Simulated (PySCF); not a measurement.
**BiB and its ions**

r²SCAN; basis Bi def2-SVPD with ECP60, B def2-SVPD; scalar-relativistic core potentials; PySCF 2.14. Neutral (UKS): triplet (σ ↑, π ↑), Re = 2.148 Å, ωe = 628 cm⁻¹, De = 2.23 eV, HOMO -5.11 eV, LUMO -4.53 eV.

BiB⁺ (UKS): quartet (σ ↑, π ↑↑), Re = 2.280 Å, ωe = 499 cm⁻¹. The energies at the minima are -239.40344 hartree for BiB and -239.11778 for BiB⁺.

(1) Work out the adiabatic ionisation energy, without and with harmonic zero-point energies (1 hartree = 27.2114 eV, 1 eV = 8065.5 cm⁻¹), and the change of the bond length.

BiB⁻ (UKS): doublet (σ ↑), Re = 2.087 Å, ωe = 682 cm⁻¹. The energies at the minima are -239.40344 hartree for BiB and -239.47847 for BiB⁻.

(2) Work out the adiabatic electron affinity, without and with harmonic zero-point energies (1 hartree = 27.2114 eV, 1 eV = 8065.5 cm⁻¹), and the change of the bond length.

These are scalar-relativistic numbers at best; spin–orbit coupling would shift them, the dissociation energy most. The highest Kohn–Sham level is positive in this anion. Much of that is self-interaction error, but it also means that the finite basis helps to hold the extra electron. States were picked by a PBE0 search and need not be the measured ground states.

Answers

(1) At r²SCAN: 0.28566 hartree = 7.773 eV between the minima; the zero-point term (499.0 − 628.0)/2 cm⁻¹ = -0.008 eV makes it 7.765 eV. Re changes by +13.2 pm against the neutral. The electron leaves a π orbital, and the longer bond of the ion fits a bonding orbital, or a change in how ionic the bond is.

(2) At r²SCAN: 0.07503 hartree = 2.042 eV between the minima; the zero-point term (628.0 − 682.0)/2 cm⁻¹ = -0.003 eV makes it 2.038 eV. Re changes by -6.1 pm against the neutral. The electron enters a π orbital, and the shorter bond of the ion fits a bonding orbital, or a change in how ionic the bond is.
